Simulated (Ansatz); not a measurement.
Consider the formal exchange of groups at a Ge–C bond: `[CH3][GeH]([CH3])[Cl]` + `N=CI` → `[CH3][GeH]([Cl])[I]` + `CC=N`.

Calculated with Ansatz (gas phase, PBE0-D4/def2-TZVP geometries, no zero-point term in ΔE). CBS: MP2 limit from def2 TZ/QZ plus the TZ coupled-cluster correction, frozen cores. def2 core potentials past Kr. For Ge, I outer-core shells are correlated without core-valence functions, which leaves a few kJ/mol of doubt a bond. Scalar relativity is left out up to krypton. Each species was taken in one conformer, which may not be the lowest.

`[CH3][GeH]([CH3])[Cl]`:

Cartesian coordinates in Å:
```
C -1.305 -0.239 1.010
Ge 0.422 0.393 0.385
C 0.757 -0.011 -1.485
Cl 1.930 -0.670 1.534
H -1.391 -1.312 0.834
H -2.107 0.274 0.476
H -1.411 -0.047 2.078
H 0.641 1.884 0.702
H 0.662 -1.084 -1.654
H 0.037 0.513 -2.116
H 1.764 0.301 -1.763
```

`N=CI`:

Cartesian coordinates in Å:
```
N 0.954 0.315 -0.201
C -0.206 -0.068 0.042
I -1.406 -0.916 -1.465
H 1.400 0.700 0.633
H -0.742 -0.031 0.992
```

`[CH3][GeH]([Cl])[I]`:

Cartesian coordinates in Å:
```
C 0.779 -0.544 0.578
Ge -0.712 0.315 -0.308
Cl -0.742 2.386 0.281
I -0.398 0.206 -2.796
H 1.704 -0.052 0.283
H 0.650 -0.462 1.658
H 0.818 -1.595 0.290
H -2.099 -0.253 0.014
```

`CC=N`:

Cartesian coordinates in Å:
```
C 0.135 -0.798 0.132
C -0.398 0.502 -0.374
N -0.037 1.668 -0.048
H 0.527 -1.395 -0.697
H 0.928 -0.649 0.868
H -0.668 -1.385 0.589
H -1.198 0.426 -1.117
H 0.711 1.631 0.648
```

```csv
level,ΔE (kJ/mol)
CCSD/def2-SVP,-122.5
MP2/def2-TZVPP,-104.5
```

Task: What does CCSD(T)/CBS give? (Estimate.)

Result: The calculation gave: -107.6 kJ/mol. The listed levels differ from it by -14.9, 3.1 kJ/mol.

Largest T1 diagnostic among the species: 0.012.

At CCSD(T), def2-SVP lies −12.2 kJ/mol from the extrapolated value and def2-TZVPP +4.9 kJ/mol. Leaving LDA and LC-ωPBE aside and taking each functional with its dispersion term where it has one, the values, not all of them listed here, spread over 21.3 kJ/mol, from BHLYP-D4 to BLYP-D4. From PBE to PBE0 (25 % exact exchange), in def2-TZVPP and without D4, ΔE moves by −9.4 kJ/mol.
